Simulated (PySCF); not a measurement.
Vertical excitations of a molecule C3H2F4 from TDA-PBE/def2-SVPD run with PySCF, as energy in eV (oscillator strength): 7.41 (0.028), 7.58 (0.005), 7.72 (0.404), 7.86 (0.002), 8.15 (0.005), 8.37 (0.002), 8.43 (0.001), 8.73 (0.012), 8.77 (0.000), 9.10 (0.002). Lowest triplet (TDA): 4.37 eV. Coordinates come from a B3LYP-D3(BJ)/def2-SVP optimisation. The values are those of a single conformer.

Question: Identify the compound among the candidates.
(A) F/C=C(/F)C(F)F
(B) C=C(F)C(F)(F)F
(C) F[C@H]1[C@H](F)C1(F)F
(D) FC(F)=CC(F)F

Answer: B, C=C(F)C(F)(F)F
